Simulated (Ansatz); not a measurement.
Cost and result for the atomization energy of `[F][Sn][O][SiH3]` (7 atoms, 6 bonds).

The species carries charge 0 and has multiplicity 1. Correlated methods include outer-core shells of Sn, which these sets cover unevenly. Sn takes the def2 core potential. All single points use the PBE0-D4/def2-TZVP geometry. It is one conformer, not always the lowest. Program: Ansatz. Hardware: A = 2 threads of a server CPU on a shared host; B = 2 threads of an AMD EPYC 7R13 on a shared host and a share of an NVIDIA H100 80 GB. Times are those of one run each, without the atoms' runs, and a repeat can differ threefold. Electronic energies, without spin–orbit coupling; frozen cores. CCSD(T)/CBS adds CCSD(T) − MP2 in def2-TZVPP to the MP2 limit, and its time is that of the two runs behind it. T1 = 0.016. With those shells the extrapolation isn't a true limit. B3LYP takes the VWN-RPA correlation (the form of Gaussian; ORCA's B3LYP/G). HSE06 is the plane-wave form, built on full-range PBE exchange.

CCSD(T)/CBS is a level of theory with its own doubt, some kJ/mol a heavy atom from the limit and from the frozen cores, so smaller differences don't rank the functionals.

```
                                level  functions  wall time
               BLYP-D4/def2-TZVPP [A]        196      3.8 s
             revPBE-D4/def2-TZVPP [A]        196      4.2 s
               PBE0-D4/def2-TZVPP [A]        196      6.5 s
              BHLYP-D4/def2-TZVPP [A]        196      7.5 s
              HSE06-D4/def2-TZVPP [A]        196        9 s
                 CCSD(T)/def2-SVP [A]         87       11 s
               CCSD(T)/def2-TZVPP [B]        196       12 s
                B2PLYP/def2-TZVPP [A]        196       13 s
B3LYP-D4/def2-TZVPP (with forces) [A]        196       15 s
              PBE-QIDH/def2-TZVPP [A]        196       17 s
               ωB97X-V/def2-TZVPP [A]        196       22 s
               CCSD(T)/def2-QZVPP [B]        356       25 s
                    CCSD(T)/CBS(def2)          –       36 s
```

(1) What atomization energy does each give, and how far from CCSD(T)/CBS? (Best estimate.)

Results:

(1) Ansatz gave: 
```csv
level,atomization (kcal/mol),difference from CCSD(T)/CBS,per bond
BLYP-D4/def2-TZVPP [A],562.5,-3.2,-0.5
revPBE-D4/def2-TZVPP [A],547.3,-18.4,-3.1
PBE0-D4/def2-TZVPP [A],545.9,-19.8,-3.3
BHLYP-D4/def2-TZVPP [A],537.0,-28.7,-4.8
HSE06-D4/def2-TZVPP [A],545.9,-19.8,-3.3
CCSD(T)/def2-SVP [A],508.1,-57.6,-9.6
CCSD(T)/def2-TZVPP [B],543.3,-22.4,-3.7
B2PLYP/def2-TZVPP [A],552.9,-12.8,-2.1
B3LYP-D4/def2-TZVPP (with forces) [A],557.7,-8.0,-1.3
PBE-QIDH/def2-TZVPP [A],544.9,-20.8,-3.5
ωB97X-V/def2-TZVPP [A],563.5,-2.2,-0.4
CCSD(T)/def2-QZVPP [B],557.5,-8.2,-1.4
CCSD(T)/CBS(def2),565.7,0.0,0.0
```

From PBE to PBE0 (25 % exact exchange), in def2-TZVPP and without D4, the atomization energy moves by −15.9 kcal/mol: exact exchange takes away binding that semilocal exchange gives to molecules. In def2-TZVPP, CCSD(T) changes the Hartree–Fock value by +150.3 kcal/mol (the triples alone add +9.7 kcal/mol) and MP2 by +162.7 kcal/mol; breaking electron pairs costs correlation energy, which Hartree–Fock lacks. The D4 term adds +6.2 kcal/mol with B3LYP and +3.2 kcal/mol with PBE0; it sums over pairs of atoms, weighted by their polarisabilities, and B3LYP, whose exchange is more repulsive, gets the larger term.

Spin–orbit coupling would lower the free Sn atoms strongly, and the atomization energy with them, by more than many differences here. For some Ge, Se and Sn compounds the MP2-based and the directly extrapolated limit differ by 10 to 25 kJ/mol.
